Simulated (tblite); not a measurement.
C5H14SSi2.
Numbering: `[CH3:1][CH2:2][CH2:3]/[CH:4]=[CH:5]\[SiH2:6][S:7][SiH3:8]` (hydrogens: H9, H10, H11 on C1; H12, H13 on C2; H14, H15 on C3; H16 on C4; H17 on C5; H18, H19 on Si6; H20, H21, H22 on Si8)

Computed with GFN2-xTB (tblite), gas phase: L-BFGS steps from a force-field or distance-geometry start until the largest atomic force falls under 0.01 eV/Å.

Step 83: E = -668.7536 eV
```
atom  x, y, z in Å  |  force x, y, z in eV/Å
C1     -3.5299    0.3287    0.2413    0.014   0.021  -0.008
C2     -2.3942   -0.6618    0.4746    0.016   0.013   0.003
C3     -1.0658    0.0254    0.8277    0.003   0.002   0.017
C4     -0.5167    0.8064   -0.3191   -0.039   0.003  -0.008
C5      0.4824    0.4124   -1.1021   -0.048   0.023  -0.007
Si6     1.4915   -1.1570   -0.9058    0.039   0.037   0.075
S7      2.7923   -0.9198    0.8171   -0.015  -0.019  -0.030
Si8     4.2285    0.5314    0.1876    0.046   0.023  -0.007
H9     -3.3325    0.9392   -0.6379   -0.034  -0.024   0.029
H10    -3.6485    0.9894    1.0997    0.012  -0.045  -0.028
H11    -4.4680   -0.2024    0.0879    0.037   0.030  -0.015
H12    -2.6655   -1.3326    1.2932    0.008   0.021   0.002
H13    -2.2507   -1.2702   -0.4217    0.003   0.000   0.014
H14    -0.3422   -0.7323    1.1328    0.000  -0.006   0.001
H15    -1.2330    0.6987    1.6719   -0.006  -0.001   0.022
H16    -1.0111    1.7538   -0.5056    0.005  -0.002  -0.036
H17     0.7696    1.0641   -1.9190    0.012   0.018  -0.016
H18     0.7374   -2.3569   -0.5774    0.005  -0.030  -0.007
H19     2.3487   -1.3472   -2.0723   -0.001  -0.008  -0.033
H20     4.9149    0.0125   -0.9949   -0.041   0.035   0.046
H21     5.1058    0.6337    1.3413   -0.005   0.003  -0.027
H22     3.5766    1.8039   -0.1208   -0.010  -0.094   0.012
```

Step 84: E = -668.7548 eV
```
atom  x, y, z in Å  |  force x, y, z in eV/Å
C1     -3.5208    0.3256    0.2371    0.029   0.020   0.007
C2     -2.3842   -0.6612    0.4801    0.016   0.012   0.004
C3     -1.0593    0.0328    0.8313    0.010  -0.002   0.009
C4     -0.5149    0.8107   -0.3199   -0.005  -0.005  -0.030
C5      0.4790    0.4126   -1.1082   -0.046   0.020   0.018
Si6     1.4854   -1.1594   -0.9108    0.004   0.017   0.031
S7      2.7849   -0.9348    0.8101    0.014  -0.001  -0.003
Si8     4.2145    0.5297    0.1925    0.045   0.032  -0.006
H9     -3.3214    0.9276   -0.6470   -0.047  -0.021   0.018
H10    -3.6392    0.9942    1.0890    0.005  -0.037  -0.018
H11    -4.4577   -0.2082    0.0897    0.020   0.028  -0.026
H12    -2.6538   -1.3258    1.3041   -0.003   0.013  -0.007
H13    -2.2386   -1.2746   -0.4127    0.010  -0.003   0.031
H14    -0.3334   -0.7206    1.1407    0.010  -0.010  -0.005
H15    -1.2296    0.7087    1.6725   -0.008   0.003   0.021
H16    -1.0094    1.7579   -0.5052    0.007   0.009  -0.041
H17     0.7665    1.0609   -1.9282   -0.006   0.014  -0.004
H18     0.7293   -2.3610   -0.5884    0.010  -0.009  -0.009
H19     2.3433   -1.3494   -2.0776   -0.006  -0.005  -0.028
H20     4.8998    0.0288   -0.9996   -0.048   0.036   0.065
H21     5.0910    0.6198    1.3488   -0.009   0.004  -0.044
H22     3.5581    1.8051   -0.0998   -0.002  -0.116   0.018
```

Step 85: E = -668.7560 eV
```
atom  x, y, z in Å  |  force x, y, z in eV/Å
C1     -3.5087    0.3214    0.2330    0.017   0.017   0.003
C2     -2.3711   -0.6606    0.4852    0.018   0.009   0.010
C3     -1.0507    0.0414    0.8348    0.014   0.001  -0.001
C4     -0.5123    0.8166   -0.3209    0.004   0.000  -0.025
C5      0.4758    0.4143   -1.1138   -0.003  -0.003   0.010
Si6     1.4783   -1.1613   -0.9149   -0.030  -0.007  -0.028
S7      2.7744   -0.9516    0.8050    0.047   0.019   0.028
Si8     4.1958    0.5271    0.1979    0.026   0.019   0.008
H9     -3.3117    0.9110   -0.6593   -0.050  -0.009   0.002
H10    -3.6240    1.0010    1.0755   -0.003  -0.023   0.001
H11    -4.4455   -0.2148    0.0962    0.009   0.026  -0.031
H12    -2.6391   -1.3188    1.3141   -0.013  -0.005  -0.002
H13    -2.2230   -1.2788   -0.4037    0.019  -0.011   0.036
H14    -0.3217   -0.7071    1.1485    0.017  -0.010  -0.010
H15    -1.2256    0.7201    1.6728   -0.007   0.004   0.021
H16    -1.0064    1.7639   -0.5058    0.004   0.015  -0.039
H17     0.7646    1.0582   -1.9374   -0.025   0.009   0.009
H18     0.7195   -2.3652   -0.6020    0.018   0.017  -0.012
H19     2.3397   -1.3501   -2.0809   -0.020   0.000  -0.015
H20     4.8757    0.0457   -1.0044   -0.038   0.029   0.060
H21     5.0730    0.6041    1.3540    0.003   0.008  -0.041
H22     3.5326    1.8027   -0.0755   -0.007  -0.106   0.017
```

Q: Estimate the geometry and energy of step 86. (The exact step hangs on the optimiser's Hessian estimate; all steps are aligned on step 85, rigid shifts and turns removed.)

A: E = -668.7571 eV, largest force 0.096 eV/Å
```
atom  x, y, z in Å  |  force x, y, z in eV/Å
C1     -3.4936    0.3157    0.2269    0.018   0.008   0.004
C2     -2.3534   -0.6593    0.4941    0.003   0.004   0.010
C3     -1.0377    0.0525    0.8398    0.014   0.005  -0.011
C4     -0.5066    0.8244   -0.3218    0.033  -0.006  -0.036
C5      0.4718    0.4143   -1.1233    0.001  -0.006   0.022
Si6     1.4662   -1.1673   -0.9262   -0.039  -0.015  -0.055
S7      2.7586   -0.9696    0.7958    0.070   0.037   0.036
Si8     4.1716    0.5270    0.2071   -0.001  -0.009   0.023
H9     -3.3009    0.8889   -0.6762   -0.034   0.007  -0.014
H10    -3.6085    1.0101    1.0568   -0.005  -0.016   0.012
H11    -4.4293   -0.2236    0.1007   -0.009   0.010  -0.026
H12    -2.6207   -1.3085    1.3302   -0.018  -0.007  -0.003
H13    -2.2013   -1.2876   -0.3874    0.024  -0.004   0.045
H14    -0.3046   -0.6908    1.1570    0.018  -0.001  -0.015
H15    -1.2167    0.7343    1.6745   -0.004   0.001   0.015
H16    -0.9964    1.7745   -0.5034    0.002   0.012  -0.037
H17     0.7600    1.0539   -1.9508   -0.039   0.007   0.017
H18     0.7014   -2.3700   -0.6204    0.021   0.028  -0.012
H19     2.3311   -1.3575   -2.0904   -0.031   0.004  -0.007
H20     4.8447    0.0700   -1.0074   -0.027   0.022   0.052
H21     5.0502    0.5834    1.3626    0.016   0.013  -0.036
H22     3.5035    1.8045   -0.0396   -0.015  -0.094   0.013
```

The energy changes by -0.0011 eV. The first-order estimate −F·Δx gives -0.0014 eV and the mean of the old and new forces, exact on a quadratic surface, -0.0011 eV. The step makes an angle of 86° with the force vector and moves no atom by more than 0.046 Å.

What follows is the cost of the whole relaxation. The run took 2.5 s on an Arm Neoverse N1 with one thread, no GPU (shared host).
